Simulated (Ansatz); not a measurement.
Reaction (SMILES): [SiH3]O[SiH3] -> [SiH3] (SiH3) + [O][SiH3] (the O-Si bond at the site shown breaks; other sites are not compared here)
Structures are relaxed separately at B3LYP-D3(BJ)/def2-TZVP in Ansatz (a quantum-chemistry and plane-wave program).
Geometry of the first species:
```xyz
9

Si     1.5118     0.1910     0.4197
O      0.0885    -0.0525    -0.3506
Si    -1.5428    -0.1727    -0.2969
H      1.5185     1.5233     1.0684
H      1.7159    -0.8506     1.4536
H      2.5993     0.1196    -0.5787
H     -2.0337    -0.4553    -1.6621
H     -2.1310     1.0969     0.1908
H     -1.9430    -1.2713     0.6133
```

Wanted: bond dissociation energy (electronic energy difference), in kJ/mol. Correlated levels leave the core frozen unless marked. Open shells are spin-unrestricted. Spin-orbit coupling is left out. No relativistic terms. Basis-set limits of correlation are two-point, X^-3; Hartree-Fock from the larger set. The bracket is a focal-point correction in the basis named.

RI-MP2/CBS(aug-cc-pV(T+d)Z,aug-cc-pV(Q+d)Z)+[CCSD(T)-MP2]/aug-cc-pV(T+d)Z (Ansatz) gives 563.0 kJ/mol.

Task: Another calculation gave 518.5 kJ/mol. Which level was it?
A. BLYP/def2-TZVPD (Ansatz)
B. B2GP-PLYP/def2-TZVPD (Ansatz)
C. HSE06/def2-TZVPD (Ansatz)
D. CAM-B3LYP/def2-TZVPD (Ansatz)

Result: C, HSE06/def2-TZVPD (Ansatz). The others give 496.7 (BLYP), 535.4 (CAM-B3LYP), 549.2 (B2GP-PLYP) kJ/mol.
